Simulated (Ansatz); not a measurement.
C2H2FIO (`O/C=C(/F)I`), relaxed with RKS PBE-D4/def2-SVP in Ansatz 0.2.0 from a rough embedded geometry. The force threshold is 0.03 eV/Å; the program also tests the step.

Total charge 0; spin multiplicity 1. I: def2 effective core potential.

Start:

```xyz
7

O    -0.923   -0.254   -1.261
C     0.130    0.275   -0.604
C     0.486    0.123    0.706
F     1.581    0.810    1.030
I    -0.525   -0.991    2.031
H    -1.441   -0.854   -0.574
H     0.691    0.891   -1.328
```

Q: By how much does the energy fall, and how many steps does the optimiser take? (An estimate is asked.)

A: Ansatz gave: 0.32 eV, in 5 steps.

Q: Which bonds change most? (An estimate is asked.)

A: Ansatz gave: C3–I5 from 2.005 to 2.119 Å; O1–H6 from 1.049 to 0.984 Å; C2–C3 from 1.365 to 1.351 Å; C3–F4 from 1.333 to 1.336 Å.

Q: Give the relaxed structure. (Best estimate.)

A: The calculation gave: 
```xyz
7

O    -0.957   -0.305   -1.228
C     0.114    0.281   -0.655
C     0.514    0.171    0.631
F     1.597    0.792    1.109
I    -0.556   -1.012    2.024
H    -1.416   -0.836   -0.538
H     0.703    0.910   -1.343
```
